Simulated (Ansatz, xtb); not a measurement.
# A geometry optimisation of C2H8AlBrSi with r2SCAN-D4/def2-SVP

The starting geometry of this gas-phase singlet was built from a drawn formula by distance geometry and a force field; its bonds are those of `[SiH3][CH2][AlH][CH2]Br`.

```xyz
13

C     0.5689   -0.9585   -1.8789
C     0.7841    2.1950   -0.4760
Al    1.6292    0.4918   -0.9861
Br    0.8989    2.4446    1.4376
Si   -0.9051   -1.3682   -0.7197
H    -1.6993   -2.4278   -1.3651
H    -1.7277   -0.1622   -0.4805
H    -0.4026   -1.8827    0.5319
H     1.1565   -1.8299   -2.0190
H     0.1664   -0.5051   -2.8025
H     3.1736    0.1887   -0.6604
H    -0.2719    2.2023   -0.7837
H     1.3657    3.0341   -0.9488
```

Question: Predict what it relaxes into with r2SCAN-D4/def2-SVP.

Answer: A new bond forms, giving a structure with Br4 bridging Al3 and C2, given below by its coordinates. Contacts that close: Al3–Br4 (3.20 → 2.64 Å).

The energy falls by 0.46 eV over 19 steps:

```json
{"step": "1", "E − E(last) (eV)": "0.460"}
{"step": "3", "E − E(last) (eV)": "0.159"}
{"step": "5", "E − E(last) (eV)": "0.059"}
{"step": "7", "E − E(last) (eV)": "0.012"}
{"step": "9", "E − E(last) (eV)": "0.008"}
{"step": "11", "E − E(last) (eV)": "0.004"}
{"step": "13", "E − E(last) (eV)": "0.003"}
{"step": "15", "E − E(last) (eV)": "0.001"}
{"step": "17", "E − E(last) (eV)": "0.000"}
{"step": "19", "E − E(last) (eV)": "0.000"}
```

Final geometry (Å):

```
atom    x (Å)    y (Å)    z (Å)
   C   0.6125  -0.9490  -1.6783
   C   0.8015   2.2617  -0.6744
  Al   1.7091   0.5599  -1.0901
  Br   0.8546   1.5122   1.2209
  Si  -0.9451  -1.3146  -0.6989
   H  -1.7785  -2.3779  -1.3467
   H  -1.7974  -0.0879  -0.5873
   H  -0.6139  -1.7764   0.6840
   H   1.2282  -1.8658  -1.7259
   H   0.3013  -0.7351  -2.7209
   H   3.2942   0.5511  -1.0543
   H  -0.2668   2.4258  -0.8721
   H   1.3370   3.2182  -0.6071
```

From the same start GFN2-xTB reaches the same bonding as this run.

The end wasn't checked by frequencies. Run with Ansatz 0.2.0, 3 min on 2 threads of AMD EPYC (Zen 3), with other jobs on the host.
